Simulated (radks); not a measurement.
The numbers below are computed, except where a source is named.
Effect of the nuclear size on neutral sulfur, [Ne] 3s2 3p4. Level of theory: Dirac Kohn-Sham, relativistic LDA (MacDonald-Vosko exchange, VWN5 correlation), spin-unpolarised, spherical densities, finite nucleus; open shells are shared between the two j in proportion to 2j + 1; Fermi nuclear charge, rms radius 3.2611 fm (a radial shooting solver on a logarithmic mesh with Libxc functionals). The rms radius is varied about that value; shifts are against it.

\begin{tabular}{lrrrr}
rms radius (fm) & total energy shift (eV) & density at nucleus (e/bohr^3) & 1s1/2 shift (meV) & 2s1/2 shift (meV) \\ \hline
2.6839 & -0.00325 & 2925 & -1.36 & -0.096 \\
3.1013 & -0.000962 & 2918 & -0.403 & -0.028 \\
3.2611 & 0 & 2915 & 0.000 & 0.000 \\
3.5742 & 0.00202 & 2911 & 0.848 & 0.060 \\
3.809 & 0.00366 & 2908 & 1.53 & 0.108 \\
\end{tabular}

Slopes of the eigenvalues against <r^2> in GHz/fm^2, as finite differences over the two radii next to the reference (eigenvalue slopes, not the field-shift constants of lines): 1s1/2 95.8, 2s1/2 6.75.
